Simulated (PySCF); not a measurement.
## 29Si chemical shifts

All values are calculated (PySCF): geometry from GFN2-xTB, GIAO PBE0/pcSseg-1 shieldings. No solvent, a single conformation, rapidly exchanging positions averaged, non-relativistic.

Shieldings were converted by a linear fit to measured shifts: 29Si: δ = 279.94 − 0.822σ (rms 8.9 ppm, 72 shifts, 25.8 ppm with the 6 outliers that the fit left out vs TMS, solution or neat liquid). Occasional misses reach two or three times the rms, and more in compound classes unlike the fitted ones.

Give the 29Si shifts of `[SiH3]O[C@@H]([SiH3])O[SiH2]S`, `ClC(Cl)[C@@H](Cl)[C@H](Cl)[C@@H]1C[SiH2]1`, `N#CC[C@@H](CCl)[SiH2][SiH3]`, `C#C[C@@H]1[SiH2]N[Si@H](O[SiH3])[SiH2]1`, `C=CC[C@H](CCl)[Si](Cl)(Cl)Cl`, `CC[Si@@H]1[Si@@H](O)[SiH2][Si@@H]1C#N`, `CO[Si@@]1(C#N)[SiH2][SiH2][Si@H]1C`.

## Answers


```tsv
compound	environment	δ (ppm)
[SiH3:1][O:2][C@@H:3]([SiH3:4])[O:5][SiH2:6][SH:7]	Si6: silicon bonded to O, S, 2 H	-25.4
[SiH3:1][O:2][C@@H:3]([SiH3:4])[O:5][SiH2:6][SH:7]	Si1: silicon bonded to O, 3 H	-36.0
[SiH3:1][O:2][C@@H:3]([SiH3:4])[O:5][SiH2:6][SH:7]	Si4: silicon bonded to C, 3 H	-68.1
ClC(Cl)[C@@H](Cl)[C@H](Cl)[C@@H]1C[SiH2]1	silicon bonded to 2 C, 2 H, in a 3-membered ring	-123.8
[N:1]#[C:2][CH2:3][C@@H:4]([CH2:5][Cl:6])[SiH2:7][SiH3:8]	Si7: silicon bonded to C, Si, 2 H	-59.2
[N:1]#[C:2][CH2:3][C@@H:4]([CH2:5][Cl:6])[SiH2:7][SiH3:8]	Si8: silicon bonded to Si, 3 H	-99.0
[CH:1]#[C:2][C@@H:3]1[SiH2:4][NH:5][Si@H:6]([O:7][SiH3:8])[SiH2:9]1	Si6: silicon bonded to N, O, Si, H, in a 5-membered ring	-21.4
[CH:1]#[C:2][C@@H:3]1[SiH2:4][NH:5][Si@H:6]([O:7][SiH3:8])[SiH2:9]1	Si4: silicon bonded to C, N, 2 H, in a 5-membered ring	-26.6
[CH:1]#[C:2][C@@H:3]1[SiH2:4][NH:5][Si@H:6]([O:7][SiH3:8])[SiH2:9]1	Si8: silicon bonded to O, 3 H	-45.5
[CH:1]#[C:2][C@@H:3]1[SiH2:4][NH:5][Si@H:6]([O:7][SiH3:8])[SiH2:9]1	Si9: silicon bonded to C, Si, 2 H, in a 5-membered ring	-66.1
C=CC[C@H](CCl)[Si](Cl)(Cl)Cl	silicon bonded to C, 3 Cl	14.6
[CH3:1][CH2:2][Si@@H:3]1[Si@@H:4]([OH:5])[SiH2:6][Si@@H:7]1[C:8]#[N:9]	Si4: silicon bonded to O, 2 Si, H, in a 4-membered ring	12.1
[CH3:1][CH2:2][Si@@H:3]1[Si@@H:4]([OH:5])[SiH2:6][Si@@H:7]1[C:8]#[N:9]	Si3: silicon bonded to C, 2 Si, H, in a 4-membered ring	-29.9
[CH3:1][CH2:2][Si@@H:3]1[Si@@H:4]([OH:5])[SiH2:6][Si@@H:7]1[C:8]#[N:9]	Si6: silicon bonded to 2 Si, 2 H, in a 4-membered ring	-73.4
[CH3:1][CH2:2][Si@@H:3]1[Si@@H:4]([OH:5])[SiH2:6][Si@@H:7]1[C:8]#[N:9]	Si7: silicon bonded to C, 2 Si, H, in a 4-membered ring	-80.2
[CH3:1][O:2][Si@@:3]1([C:4]#[N:5])[SiH2:6][SiH2:7][Si@H:8]1[CH3:9]	Si3: silicon bonded to C, O, 2 Si, in a 4-membered ring	-7.0
[CH3:1][O:2][Si@@:3]1([C:4]#[N:5])[SiH2:6][SiH2:7][Si@H:8]1[CH3:9]	Si8: silicon bonded to C, 2 Si, H, in a 4-membered ring	-36.9
[CH3:1][O:2][Si@@:3]1([C:4]#[N:5])[SiH2:6][SiH2:7][Si@H:8]1[CH3:9]	Si6: silicon bonded to 2 Si, 2 H, in a 4-membered ring	-78.1
[CH3:1][O:2][Si@@:3]1([C:4]#[N:5])[SiH2:6][SiH2:7][Si@H:8]1[CH3:9]	Si7: silicon bonded to 2 Si, 2 H, in a 4-membered ring	-94.2
```
